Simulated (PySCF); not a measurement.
# Gas-phase XPS of PP3SeOO nortricyclane, computed

PP3SeOO nortricyclane, O₂P₄Se.
Z-matrix (Å and degrees, PBE0-D3(BJ)/def2-SVP geometry), rows numbered from 1:
```
P 
Se  1  2.3006
P   2  2.2379  1   91.45
P   3  2.2552  2   99.12  1    31.02
O   1  1.6605  2   96.67  3   -48.59
P   3  2.2545  2   99.23  1   -30.77
O   1  1.6595  2   96.87  3    48.31
```

The calculation used delta-SCF UKS SCAN, pcX-2 on the ionised atom, pcseg-1 elsewhere, spin-free X2C (PySCF). Binding energies are ΔSCF values: E(core-ionised, relaxed orbitals) − E(ground state) at a fixed geometry, referred to the vacuum level.

Problem. What binding energy does each computed site have?

Solution. 
| atom(s) | bonded to | level | binding energy (eV) | 2p1/2 (eV) | above the level's lowest (eV) | count |
| --- | --- | --- | --- | --- | --- | --- |
| P1 | 2 O and Se | P 1s | 2152.60 | – | +2.27 | 1 |
| P3 | Se and 2 P | P 2p3/2 | 136.75 | 137.64 | 0.00 | 1 |
| P3 | Se and 2 P | P 1s | 2150.33 | – | 0.00 | 1 |
| P4/P6 | O and 2 P | P 2p3/2 | 137.47 | 138.36 | +0.72 | 2 |
| P4/P6 | O and 2 P | P 1s | 2151.13 | – | +0.80 | 2 |
| O5/O7 | 2 P | O 1s | 538.96 | – | 0.00 | 2 |

The listed P 1s values span 2.27 eV, from P3 (bonded to Se and 2 P) to P1 (bonded to 2 O and Se).

Lowest listed P 2p3/2: P3, bonded to Se and 2 P. Highest, 0.72 eV above it: P4/P6, bonded to O and 2 P.

Problem. Which photon energy gives electrons from P 1s of P1 a kinetic energy of 150 eV, and what is their de Broglie wavelength?

Solution. hν = 2152.60 + 150 = 2302.60 eV, recoil neglected; λ = 12.264 Å/√(E/eV) = 1.00 Å.

The first atom of each set that the bonding makes equivalent was ionised and stands for the set. The list is incomplete; no value stands for P 2p of P1. 2p3/2 and 2p1/2 are the ΔSCF energy of one spin-free 2p hole plus the eigenvalues of a spin–orbit and ligand-field matrix of the shell. 2p1/2 minus 2p3/2 (ligand field included): P 0.89 eV (mean over sites). No level of selenium is listed. Isolated species at its PBE0-D3(BJ)/def2-SVP geometry (one conformer only).
